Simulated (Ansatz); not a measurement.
Abridged output of a molecular run in Ansatz:

```
Functional definition: HF
822 factors; integrals over basis functions are off by at most 1.3e-3 eV
mean field evaluation 1: about -93992.6979 eV, gradient 1.9e1 eV
mean field evaluation 2: about -93992.7383 eV, gradient 1.9e1 eV
mean field evaluation 4: about -93994.0800 eV, gradient 2.4e0 eV
mean field evaluation 8: about -93994.1119 eV, gradient 1.2e-1 eV
mean field -93994.11204307 eV, -3454.2199060855 hartree, gradient 2.9e-6 eV, S^2 0.000000; 0 other end points of the search recorded, 0 dependent functions left out
20 core orbitals not correlated: weight in the atoms' cores, before any rotation towards them, 1.000 or more for the frozen orbitals, at most 0.000 for the correlated occupied ones
reference -93994.11204307 eV, -3454.2199060855 hartree; 17, 17 occupied and 50, 50 virtual orbitals, 822 factors
second order -15.76107391 eV of doubles, -0.00000000 eV of singles
cycle   1  -16.15965017 eV  change   -4.0e-1 eV  update   8.8e-2
cycle   2  -16.51398306 eV  change   -3.5e-1 eV  update   2.5e-2
cycle   3  -16.57991360 eV  change   -6.6e-2 eV  update   1.3e-2
cycle   4  -16.57014960 eV  change    9.8e-3 eV  update   3.7e-3
cycle   5  -16.57078520 eV  change   -6.4e-4 eV  update   1.3e-3
cycle   6  -16.57012489 eV  change    6.6e-4 eV  update   3.6e-4
cycle   7  -16.57003662 eV  change    8.8e-5 eV  update   1.2e-4
cycle   8  -16.57011363 eV  change   -7.7e-5 eV  update   5.3e-5
cycle   9  -16.57010820 eV  change    5.4e-6 eV  update   1.8e-5
perturbative correction -0.46683736 eV, -0.0171559564 hartree
Total energy: -94011.14898863 eV, -3454.8460022867 hartree
```

Its atoms:

Cartesian coordinates in Å:
```
S 0.845 -0.758 -0.879
B -0.278 -0.127 0.355
Cl -1.018 -1.274 1.440
Br -0.689 1.733 0.522
H 1.141 0.426 -1.439
```

Task: Which basis set was used?
A. def2-QZVPP
B. cc-pV(Q+d)Z
C. def2-SVP
D. def2-SVPD

Result: C. It gives 87 functions.

Task: Write the keys of the input that set method, charge and spin (a neutral closed shell needs none for the last two).

Result: 
```yaml
correlation: {method: ccsd_t}
```
